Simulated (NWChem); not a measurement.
System meant: CH₅FGe; SMILES [CH3][GeH2][F]

NWChem input:

```
start job
memory heap 200 mb stack 900 mb global 1100 mb
geometry units angstroms noautoz
  Ge     0.323236     0.102368     0.000678
  C     -0.719220    -1.548331     0.001572
  F     -0.826403     1.444343     0.000520
  H      1.178811     0.271424     1.285580
  H      1.178230     0.270638    -1.284702
  H     -1.357416    -1.596696    -0.901537
  H     -0.039575    -2.423794     0.006381
  H     -1.363407    -1.591529     0.900686
end
basis spherical
  Ge library def2-svp
  C library def2-svp
  F library def2-svp
  H library def2-svp
end
dft
  xc xpbe96 cpbe96
  iterations 4
  mulliken
end
task dft energy
```

End of the output:

```
    Atom       Charge   Shell Charges
 -----------   ------   -------------------------------------------------------
    1 Ge  32    31.58   2.00  2.00  1.93  0.76  0.34  5.99  5.82  1.35  0.93  7.79  2.05  0.62
    2 C    6     6.20   1.96  0.59  0.34  1.85  1.42  0.04
    3 F    9     9.22   1.98  1.02  0.78  3.19  2.24  0.00
    4 H    1     1.07   0.61  0.43  0.03
    5 H    1     1.07   0.61  0.43  0.03
    6 H    1     0.95   0.62  0.26  0.07
    7 H    1     0.95   0.62  0.27  0.07
    8 H    1     0.95   0.62  0.26  0.07

 center of mass
 --------------
 x =   0.05589684 y =   0.12296199 z =  -0.00000702

 moments of inertia (a.u.)
 ------------------
         300.784625640117          -0.000000000000           0.000000000000
          -0.000000000000         136.899182513635          -0.000000000000
           0.000000000000          -0.000000000000         402.217668017070

     Multipole analysis of the density
     ---------------------------------

     L   x y z        total         alpha         beta         nuclear
     -   - - -        -----         -----         ----         -------
     0   0 0 0     -0.000000    -26.000000    -26.000000     52.000000

     1   1 0 0      0.255487      0.127744      0.127744      0.000000
     1   0 1 0     -0.888952     -0.444476     -0.444476      0.000000
     1   0 0 1     -0.000035     -0.000018     -0.000018      0.000000

     2   2 0 0    -22.857251    -45.711585    -45.711585     68.565919
     2   1 1 0      1.220514     -4.851784     -4.851784     10.924083
     2   1 0 1     -0.000259     -0.000078     -0.000078     -0.000102
     2   0 2 0    -23.737115    -91.036944    -91.036944    158.336774
     2   0 1 1     -0.000089      0.000276      0.000276     -0.000642
     2   0 0 2    -22.587200    -20.091293    -20.091293     17.595386

 ------------------------------------------------------------------------
 dft energy failed                                                                                  0
 ------------------------------------------------------------------------
 ------------------------------------------------------------------------
  current input line :
    24: task dft energy
 ------------------------------------------------------------------------
 ------------------------------------------------------------------------
 This type of error is most commonly associated with calculations not reaching convergence criteria
 ------------------------------------------------------------------------
 For more information see the NWChem manual at https://nwchemgit.github.io

0:dft energy failed:Received an Error in Communication
```

What is wrong, and how is it mended?

The run did not converge; its last values are not results. Cause: the SCF was allowed too few iterations. This input runs:
```
start job
memory heap 200 mb stack 900 mb global 1100 mb
geometry units angstroms noautoz
  Ge     0.323236     0.102368     0.000678
  C     -0.719220    -1.548331     0.001572
  F     -0.826403     1.444343     0.000520
  H      1.178811     0.271424     1.285580
  H      1.178230     0.270638    -1.284702
  H     -1.357416    -1.596696    -0.901537
  H     -0.039575    -2.423794     0.006381
  H     -1.363407    -1.591529     0.900686
end
basis spherical
  * library def2-svp
end
dft
  xc xpbe96 cpbe96
  iterations 150
  mulliken
end
task dft energy
```
It converges to -2217.14511 Ha (PBE/def2-SVP).
